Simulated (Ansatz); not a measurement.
Two isomers of C2H9NOSi: A = `C[SiH2]NCO`, B = `OCCN[SiH3]`.

Computed with Ansatz on PBE0-D4/def2-TZVP structures; ΔE is electronic, products minus reactants. CCSD(T)/CBS adds triple-zeta CCSD(T) − MP2 to the extrapolated MP2 energy (def2 sets, frozen cores). Functionals use def2-TZVPP. B3LYP here is the variant with VWN-RPA as its local correlation; programs differ in this. One conformer a species, not always the lowest.

A:

```xyz
14

C    -1.561    1.539    0.339
Si    0.157    0.888    0.675
N     0.797   -0.162   -0.531
C     0.452   -1.540   -0.691
O     1.568   -2.396   -0.647
H    -2.279    0.721    0.244
H    -1.587    2.121   -0.586
H    -1.894    2.185    1.157
H     0.125    0.122    1.954
H     1.102    2.033    0.788
H     1.349    0.212   -1.287
H    -0.274   -1.799    0.093
H    -0.014   -1.744   -1.660
H     2.059   -2.180    0.152
```

B:

```xyz
14

O    -2.272   -0.867   -0.028
C    -1.534   -0.136    0.934
C    -0.344    0.566    0.313
N     0.532   -0.385   -0.327
Si    2.166   -0.068   -0.732
H    -2.704   -0.240   -0.615
H    -2.170    0.591    1.455
H    -1.186   -0.872    1.662
H     0.204    1.095    1.102
H    -0.714    1.339   -0.383
H     0.017   -1.073   -0.857
H     2.756   -1.333   -1.241
H     2.881    0.395    0.489
H     2.368    0.990   -1.771
```

Task: Which isomer does CCSD(T)/CBS put lower? Give the gap. (Estimate.)

Result: Computed: A, by 15.2 kcal/mol.

Task: Give E(B) − E(A) in kcal/mol with B2PLYP, B3LYP, CCSD(T)/def2-TZVPP, HF/def2-TZVPP, B3LYP-D4, ωB97M-V, CCSD/def2-TZVPP. (Estimate.)

Result: Ansatz gave: B2PLYP 15.3, B3LYP 15.3, CCSD(T)/def2-TZVPP 14.8, HF/def2-TZVPP 14.0, B3LYP-D4 15.3, ωB97M-V 15.6, CCSD/def2-TZVPP 14.7. None reverses the order clearly.

Largest T1 diagnostic: 0.011.

In def2-TZVPP, CCSD(T) changes the Hartree–Fock value by +0.9 kcal/mol (the triples alone add +0.2 kcal/mol) and MP2 by +1.5 kcal/mol.
